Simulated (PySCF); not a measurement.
# Radial density of Mo²⁺ (molybdenum, charge +2)

UHF, [Kr] 4d3 5s1, high-spin 5F determinant (an excited configuration). Calculation: PySCF 2.14, in def2-TZVPPD with the def2 core potential (28 electrons); a scalar-relativistic core potential. This is the valence pseudo-density: the core potential removes the inner electrons and smooths the orbitals near the nucleus.

| r (bohr) | 4πr²ρ (e/bohr) | 4πr²(ρα − ρβ) |
| --- | --- | --- |
| 0.0720 | 3.937e-05 | 0.0000 |
| 0.121 | 0.0002509 | 0.0000 |
| 0.204 | 0.002762 | 0.0006 |
| 0.342 | 0.06816 | 0.0140 |
| 0.576 | 2.012 | 0.2628 |
| 0.969 | 10.52 | 1.5896 |
| 1.63 | 5.329 | 1.9714 |
| 2.74 | 0.9281 | 0.8360 |
| 4.61 | 0.1047 | 0.1046 |
| 7.76 | 1.590e-05 | 0.0000 |

Energies and moments cover only the electrons outside the core potential.
